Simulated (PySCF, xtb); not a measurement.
H2O3S, SMILES O=[SH](=O)O. One conformer was computed; it need not be the lowest.

Harmonic wavenumbers (cm⁻¹) from xtb with GFN2-xTB at its own minimum, in rising order: 235, 369, 426, 513, 720, 834, 950, 1028, 1139, 1335, 2189, 3587.

**Question.** What does PySCF with PBE-D3(BJ)/def2-SVP give at its own minimum? (Estimate from the structure and the level; the computed values follow.)

**Answer.** 161, 372, 428, 528, 764, 965, 1035, 1086, 1145, 1376, 2385, 3646. Paired by order, the mean absolute difference is 59 cm⁻¹ and the zero-point energies are 19.0 and 19.9 kcal/mol.
